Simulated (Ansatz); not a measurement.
`N#CC[SiH3]` + `CC(C)C#N` → `CC(C)(C#N)C#N` + `C[SiH3]` at 700 K and 1 bar (formal exchange of groups at a C–C bond).

Program: Ansatz. Geometries: PBE0-D4/def2-TZVP. ΔE: electronic, gas phase. CCSD(T)/CBS is the MP2 limit (def2-TZVPP, def2-QZVPP) plus CCSD(T) − MP2 in def2-TZVPP, frozen cores. This one scheme is used for every species.

| species | CCSD(T)/CBS energy (Eh) | H − E (kJ/mol) | S (J/(mol·K)) |
| --- | --- | --- | --- |
| `N#CC[SiH3]` | -422.87241 | 223.7 | 403.6 |
| `CC(C)C#N` | -211.11809 | 341.8 | 423.7 |
| `CC(C)(C#N)C#N` | -303.24289 | 353.3 | 479.6 |
| `C[SiH3]` | -330.73916 | 210.8 | 332.0 |

H − E and S are ideal-gas, rigid-rotor, harmonic terms from PBE0-D4/def2-TZVP. 1 Eh = 2625.50 kJ/mol, R = 8.31446 J/(mol·K).

Question: By hand: ΔE, ΔH, ΔS and ΔG.

Answer: ΔE = (-303.24289) + (-330.73916) − (-422.87241) − (-211.11809) = 0.00845 Eh = 22.2 kJ/mol. Δ(H − E) = 353.3 + 210.8 − 223.7 − 341.8 = -1.4, so ΔH = 20.8 kJ/mol. ΔS = 479.6 + 332.0 − 403.6 − 423.7 = -15.7 J/(mol·K). ΔG = 20.8 − 700 × (-15.7)/1000 = 31.8 kJ/mol.

Question: By hand: the equilibrium constant, and the temperature at which ΔG would vanish if ΔH and ΔS stayed fixed.

Answer: log₁₀ K = −ΔG/(RT ln 10) = -2.4. ΔH and −TΔS have one sign here, so there is no such temperature.

TΔS isn't small against ΔH here. A doubt of 5 kJ/mol in ΔE shifts log₁₀ K by 0.4 here. These are equilibria of isolated gas molecules and say nothing of rates. Largest T1 diagnostic: 0.013 (customary marks: 0.02 for closed shells, 0.045 for open ones).
